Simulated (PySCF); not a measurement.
Al2ClH2O, AlBClH3N, B2FH4Si, AlBF2H (calculated)

Calculation on a computer-drawn molecule: the log of a Hartree-Fock and frozen-core CCSD(T) single point meant for a local Hartree-Fock minimum, with one planted fault or none, to be diagnosed. Offsets are logged minus clean, where the clean run is the same molecule without the fault. The reference is restricted for singlets and unrestricted otherwise, and also for a bond in bohr or an excited solution. Adding or removing an electron swaps singlet and doublet. The excited solution moves the top pair (singlet) or top alpha electron (doublet) to the lowest empty orbital. Highest occupied and lowest empty are orbital energies over both spins, largest force is the largest gradient component, triples share is (T) over the correlation energy, the T1 limit is 0.02 restricted and 0.045 unrestricted, electrons count all cores, a negative frequency is imaginary (commonest isotopes), and the dipole is about the centre of nuclear charge. Program: PySCF 2.14.0.

Common to all runs: meant basis cc-pV(D+d)Z; logged SCF converged yes; possible faults no fault, one electron removed, one electron added, multiplicity raised by two, geometry at a saddle point, SCF held on an excited solution, minimal basis STO-3G, one bond length entered in bohr, all coordinates scaled.

(1) Al2ClH2O

Logged structure:
```xyz
6
Al2ClH2O
Al    -0.1910     0.3080    -0.9835
O     -1.5581     0.0541    -0.0265
Al    -2.8576    -0.2920     0.9666
Cl    -2.7185    -1.9795     2.2637
H     -0.1245    -0.3725    -2.4020
H      0.9579     1.2319    -0.4304
```

* meant charge: 0
* meant multiplicity: 2
* logged electrons: 52
* logged basis functions: 93
* logged spin squared: 0
* logged highest occupied: -15.072 eV
* logged lowest empty: -7.5915 eV
* logged largest force: 0.066942 hartree/bohr
* logged T1 diagnostic: 0.019138
* logged D1 diagnostic: 0.060415
* logged triples share: 0.025714
* logged CC converged: yes
* logged dipole magnitude: 6.718 debye
* logged SCF stable within its kind: yes
* logged energy HF: -1019.23012 hartree
* logged energy CCSD(T): -1019.7012 hartree
* planted fault: one electron removed
* HF energy offset from clean run: 192.1 kcal/mol
* CCSD(T) energy offset from clean run: 189.2 kcal/mol

Drawn bonds:
```
atom  other atom  order
   1           2      1
   2           3      1
   3           4      1
   1           5      1
   1           6      1
```

(2) AlBClH3N

Logged structure:
```xyz
7
AlBClH3N
N     -1.4094     1.7277     0.3469
Al    -1.9809     0.0670     0.5204
B     -2.2089    -1.1460    -1.1773
Cl    -3.2621    -1.7350    -2.4229
H     -1.1763     2.3278     1.1164
H     -1.2556     2.2173    -0.5146
H     -2.1546    -0.5412     1.9660
```

* meant charge: 0
* meant multiplicity: 2
* logged electrons: 46
* logged basis functions: 89
* logged spin squared: 0
* logged highest occupied: 0.029561 eV
* logged lowest empty: 7.147 eV
* logged largest force: 0.044451 hartree/bohr
* logged T1 diagnostic: 0.017488
* logged D1 diagnostic: 0.063861
* logged triples share: 0.030402
* logged CC converged: yes
* logged dipole magnitude: 3.0205 debye
* logged SCF stable within its kind: yes
* logged energy HF: -782.27699 hartree
* logged energy CCSD(T): -782.80103 hartree
* planted fault: ?

Drawn bonds:
```
atom  other atom  order
   1           2      1
   2           3      1
   3           4      1
   1           5      1
   1           6      1
   2           7      1
```

Notes: highest electron not bound in this basis.

(3) B2FH4Si

Logged structure:
```xyz
8
B2FH4Si
B     -1.2170    -1.1358    -1.9530
B     -0.2377    -0.2170    -0.9335
Si     1.5974     0.4854    -1.4004
F      1.6814     1.8812    -2.1053
H     -1.1334    -2.3281    -1.9393
H     -1.9972    -0.5859    -2.6717
H     -0.5692     0.0894     0.1753
H      2.9239    -0.0893    -1.1884
```

- meant charge: 1
- meant multiplicity: 1
- logged electrons: 36
- logged basis functions: 28
- logged spin squared: 0
- logged highest occupied: -15.909 eV
- logged lowest empty: -2.223 eV
- logged largest force: 0.021383 hartree/bohr
- logged T1 diagnostic: 0.021432
- logged D1 diagnostic: 0.087286
- logged triples share: 0.043664
- logged CC converged: yes
- logged dipole magnitude: 2.4856 debye
- logged SCF stable within its kind: yes
- logged energy HF: -434.476 hartree
- logged energy CCSD(T): -434.64618 hartree
- planted fault: ?

Drawn bonds:
```
atom  other atom  order
   1           2      1
   2           3      1
   3           4      1
   1           5      1
   1           6      1
   2           7      1
   3           8      1
```

Notes: T1 above single-reference limit.

(4) AlBF2H

Logged structure:
```xyz
5
AlBF2H
F     -4.0559     1.3399     0.4418
B     -2.9479     2.0756     0.5443
Al    -1.0288     1.2039    -0.0613
F     -0.0400     0.6498     1.1576
H     -3.1039     3.2215     0.8812
```

* meant charge: 0
* meant multiplicity: 2
* logged electrons: 37
* logged basis functions: 70
* logged spin squared: 1.0567
* logged highest occupied: -5.9755 eV
* logged lowest empty: -1.0262 eV
* logged largest force: 0.033681 hartree/bohr
* logged dipole magnitude: 2.8393 debye
* logged SCF stable within its kind: no
* logged energy HF: -466.06042 hartree
* planted fault: ?

Drawn bonds:
```
atom  other atom  order
   1           2      1
   2           3      1
   3           4      1
   2           5      1
```

Notes: coupled-cluster numbers left out as unreliable.

**Q.** AlBClH3N (entry 2): planted fault?
**A.** one electron added

**Q.** Which fault was planted in the run of B2FH4Si (entry 3)?
**A.** minimal basis STO-3G

**Q.** Give the missing planted fault for AlBF2H (entry 4).
**A.** SCF held on an excited solution

Further results for AlBClH3N (entry 2):

- HF energy offset from clean run: 26.53 kcal/mol
- CCSD(T) energy offset from clean run: 4.372 kcal/mol

Further results for B2FH4Si (entry 3):

- HF energy offset from clean run: 3328 kcal/mol
- CCSD(T) energy offset from clean run: 3519 kcal/mol

Further results for AlBF2H (entry 4):

- HF energy offset from clean run: 53.4 kcal/mol
